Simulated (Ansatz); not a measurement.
Energy needed to pull apart C3H8AlCl, singlet, into free ground-state atoms, from the structure below (displaced at random from its PBE0-D4/def2-TZVP minimum); no zero-point or spin–orbit terms; open-shell atoms are treated unrestricted, in their ground-state multiplicity.

```
13
angstrom
C -1.3782 -0.5240 0.3744
C -0.2043 0.1937 0.3121
C 1.0749 -0.8059 0.1679
Al 0.2690 1.6250 -0.7877
Cl -1.4395 2.7086 -1.4759
H -2.1494 0.2762 0.2845
H -1.5106 -1.0766 -0.6484
H -1.2448 -1.2300 0.9959
H -0.2179 0.6538 1.3996
H 2.0845 -0.5908 0.3523
H 1.1208 -1.4693 -0.7364
H 1.0271 -1.6790 1.1103
H 1.5565 2.1192 -1.2496
```

Computed with Ansatz 0.2.0 (basis: def2-TZVPP); correlated methods freeze the cores.

```json
{"method": "PBE-D4", "atomization energy (kcal/mol)": "?"}
{"method": "r2SCAN-D4", "atomization energy (kcal/mol)": "1080.0"}
{"method": "PBE0-D4", "atomization energy (kcal/mol)": "1078.7"}
{"method": "wB97M-V", "atomization energy (kcal/mol)": "1079.3"}
{"method": "HF", "atomization energy (kcal/mol)": "801.8"}
{"method": "MP2", "atomization energy (kcal/mol)": "?"}
{"method": "CCSD", "atomization energy (kcal/mol)": "1036.2"}
{"method": "CCSD(T)", "atomization energy (kcal/mol)": "1049.9"}
```

Task: What does MP2 give? (To be estimated.)

Result: The calculation gives: 1061.2 kcal/mol, which is about 11.3 kcal/mol more than CCSD(T)/def2-TZVPP.

Task: What does PBE-D4 give? (To be estimated.)

Result: By the calculation: 1089.3 kcal/mol, which is about 39.3 kcal/mol more than CCSD(T)/def2-TZVPP.

In triple zeta the MP2 and coupled-cluster atomization energies are still short of their basis limit by a few kcal/mol a bond, whereas those of the functionals are nearly converged, so these differences are not deviations from converged CCSD(T).

The T1 diagnostic stays at or below 0.010.

For scale, one of the runs: CCSD(T)/def2-TZVPP forces, 289 basis functions (an equivalent command: `ansatz run in.yaml --threads 8`). Time: 31 min of wall clock on 8 CPU threads; the host was shared. Peak host memory: 10 GiB.
